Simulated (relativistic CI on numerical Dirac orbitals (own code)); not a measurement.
## What each ingredient does to the levels of Ir19+

Base calculation: Dirac-Coulomb-Breit CI, orbitals from a KLI potential per configuration, QED by a radiative potential, unscaled Slater integrals.

Configurations in the expansion (outside the closed core [Ar] 3d10): 4s2 4p6 4d10 4f12, 4s2 4p6 4d10 4f11 5s, 4s2 4p6 4d10 4f10 5s2, 4s2 4p6 4d10 4f10 5s 5p, 4s2 4p6 4d10 4f11 5p, 4s2 4p6 4d9 4f13, 4s2 4p6 4d8 4f14, 4s2 4p6 4d10 4f11 6s, 4s2 4p6 4d10 4f11 5f, 4s2 4p6 4d9 4f12 5s, 4s2 4p6 4d10 4f11 6p, 4s2 4p5 4d10 4f13, 4s 4p6 4d10 4f13, 4s2 4p4 4d10 4f14, 4s 4p6 4d10 4f11 5s2, 4p6 4d10 4f14. Levels of other configurations are missing.

Variants: (1) non-relativistic limit; (2) only the first 3 configurations. Shifts of the energy above 4s2 4p6 4d10 4f12 3H_6, in cm⁻¹, for the lowest level and the first level of each name with at least 55 % of one term (blank where a level changes its place among those of its configuration and J or its character, or is not in the variant):

```
                     Level      Base       Δ(1)     Δ(2)
    4s2 4p6 4d10 4f12 3H_6       0.0        0.0      0.0
    4s2 4p6 4d10 4f12 3F_4    9351.1             +1332.6
    4s2 4p6 4d10 4f12 3H_5   23738.2   -23738.2     +1.7
    4s2 4p6 4d10 4f12 3F_2   32640.0   -21025.2  +2043.9
    4s2 4p6 4d10 4f12 3F_3   35623.8   -24009.0  +1203.9
    4s2 4p6 4d10 4f12 3P_0   74482.9   -17882.0  +4148.4
    4s2 4p6 4d10 4f12 1I_6   75178.9   -19775.8    +90.0
    4s2 4p6 4d10 4f12 3P_1   80541.3   -23940.5  +3323.7
4s2 4p6 4d10 4f11 5s 5I°_8  131328.4  +341809.4    -60.8
4s2 4p6 4d10 4f11 5s 5I°_7  142782.7  +330355.1    +13.0
    4s2 4p6 4d10 4f12 1S_0  154269.3   -28553.2  +9418.2
4s2 4p6 4d10 4f11 5s 5I°_6  157724.6  +315413.2    -48.8
4s2 4p6 4d10 4f11 5s 3I°_7  161603.1  +327335.5    +89.4
4s2 4p6 4d10 4f11 5s 5S°_2  176050.0               -20.6
```

At this charge transitions that keep the count of f electrons are usually good to a few per cent. Terms inside the open d or f shell come out 10 to 20 % too wide with unscaled integrals. Levels that differ in their count of f electrons can be misplaced by several ten thousand cm⁻¹, since the correlation energy of f electrons is missing or only estimated; rates across such gaps can be off by orders of magnitude.

Ionisation energy from one configuration of each of the two ions, the ground ones as tabulated or assumed: base 510.366 eV. The NIST ASD value (theoretical) is 510 ± 30 eV.

LS names give the leading component of a level, which can be under half, so a name can repeat, a term be missing and a line seem to break the LS rules.
